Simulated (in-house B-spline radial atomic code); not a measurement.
A fraction x of an electron is removed from 5p in the caesium ion Cs⁵⁺, starting from [Kr] 4d10 5s2 5p2 and keeping the highest spin. Method: scalar-relativistic (X2C) PBE, spin-polarised, spherical fractional occupations, Fermi nucleus of rms radius 4.8041 fm. Calculated with a radial B-spline atomic code at the basis-set limit.

```csv
x,E(x) - E(0) (eV),5p up level (eV)
0,0.0000,-63.771
0.11,7.0860,-65.066
0.25,16.3108,-66.719
0.31,20.3352,-67.428
0.42,27.8240,-68.731
0.5,33.3604,-69.680
0.62,41.8076,-71.106
0.74,50.4260,-72.535
0.83,57.0025,-73.608
0.97,67.4245,-75.279
1,69.6882,-75.638
```

The exact functional would give a straight line between the two integer points. Deviations E(x) - E(0) - x[E(1) - E(0)], in eV: -0.58 at x = 0.11, -1.111 at x = 0.25, -1.268 at x = 0.31, -1.445 at x = 0.42, -1.484 at x = 0.5, -1.399 at x = 0.62, -1.143 at x = 0.74, -0.839 at x = 0.83, -0.173 at x = 0.97.

The curve lies below the straight line by up to 1.484 eV (at x = 0.5): convex, the delocalisation error that favours fractional charges.

Q: How well does Slater's transition state (minus the level at half occupation) give the ionisation energy?

A: It gives 69.680 eV against 69.688 eV from the two total energies; NIST lists 69.10 eV, ground level to ground level.
